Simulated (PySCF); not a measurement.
aminoborane (BH4N), SMILES BN. The structure is a stationary point at PBE-D3(BJ)/def2-TZVP.

The numbers are results of PBE-D3(BJ)/def2-TZVP (PySCF), not measurements.

Harmonic wavenumbers (cm⁻¹): 611, 723, 848, 972, 1102, 1122, 1333, 1596, 2521, 2604, 3497, 3586. Rotational constants (GHz): 137.1, 27.57, 22.96; symmetry number 2.

Problem. Work out the zero-point energy and the ideal-gas rigid-rotor harmonic-oscillator thermochemistry at 298.15 K and 1 atm.

Solution. ZPE = ½ Σ hcν = ½ × 20515 cm⁻¹ = 29.33 kcal/mol. H − E(el) = 31.96 kcal/mol. Entropy in cal/(mol K): translation 36.01, rotation 17.48, vibration 1.14, total 54.63. G − E(el) = 15.68 kcal/mol. Cp = 11.45 cal/(mol K).
